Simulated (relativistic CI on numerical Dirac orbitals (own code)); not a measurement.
d6 in a ligand field

Computed with a parametric ligand-field model of a d^n configuration (Racah B and C, spin-orbit zeta, crystal field), exact diagonalisation.

Field parameters in Wybourne normalisation: Oh B⁴₀ = 21Dq, B⁴₄ = √(5/14) B⁴₀. The field is a parameter set, without covalency.

(1) Ground term and bands for B = 1010, C = 4870, ζ = 0 cm⁻¹, Oh, 10Dq = 3030 cm⁻¹?

(2) Ground term and bands for B = 1010, C = 4870, ζ = 0 cm⁻¹, Oh, 10Dq = 11110 cm⁻¹?

(3) Ground term and bands for B = 1010, C = 4870, ζ = 0 cm⁻¹, Oh, 10Dq = 25250 cm⁻¹?

(4) Ground term and bands for B = 1010, C = 4870, ζ = 0 cm⁻¹, Oh, 10Dq = 33330 cm⁻¹?

(5) Ground term and bands for B = 1010, C = 4870, ζ = 0 cm⁻¹, Oh, 10Dq = 29290 cm⁻¹?

Answers

(1) Ground term 5T2 with 2.00 electrons in the two orbitals of the cubic e set. Spin-allowed: 5E 3030 cm⁻¹ (3300 nm). Lowest spin-forbidden: 3T1 22265 cm⁻¹ (449 nm), 3T2 23384 cm⁻¹ (428 nm), 3T1 24667 cm⁻¹ (405 nm).

(2) Ground term 5T2 with 2.00 electrons in the two orbitals of the cubic e set. Spin-allowed: 5E 11110 cm⁻¹ (900 nm). Lowest spin-forbidden: 3T1 15571 cm⁻¹ (642 nm), 1A1 17405 cm⁻¹ (575 nm), 3T2 19629 cm⁻¹ (509 nm).

(3) Ground term 1A1 with 0.06 electrons in the two orbitals of the cubic e set. Spin-allowed: 1T1 22342 cm⁻¹ (448 nm), 1T2 34590 cm⁻¹ (289 nm), 1T2 46812 cm⁻¹ (214 nm), 1E 47248 cm⁻¹ (212 nm). Lowest spin-forbidden: 5T2 9550 cm⁻¹ (1047 nm), 3T1 11873 cm⁻¹ (842 nm), 3T2 17890 cm⁻¹ (559 nm).

(4) Ground term 1A1 with 0.05 electrons in the two orbitals of the cubic e set. Spin-allowed: 1T1 30173 cm⁻¹ (331 nm), 1T2 43418 cm⁻¹ (230 nm), 1T2 62247 cm⁻¹ (161 nm), 1E 62999 cm⁻¹ (159 nm). Lowest spin-forbidden: 3T1 19803 cm⁻¹ (505 nm), 5T2 25277 cm⁻¹ (396 nm), 3T2 26315 cm⁻¹ (380 nm).

(5) Ground term 1A1 with 0.05 electrons in the two orbitals of the cubic e set. Spin-allowed: 1T1 26248 cm⁻¹ (381 nm), 1T2 39067 cm⁻¹ (256 nm), 1T2 54484 cm⁻¹ (184 nm), 1E 55108 cm⁻¹ (181 nm). Lowest spin-forbidden: 3T1 15832 cm⁻¹ (632 nm), 5T2 17396 cm⁻¹ (575 nm), 3T2 22127 cm⁻¹ (452 nm).
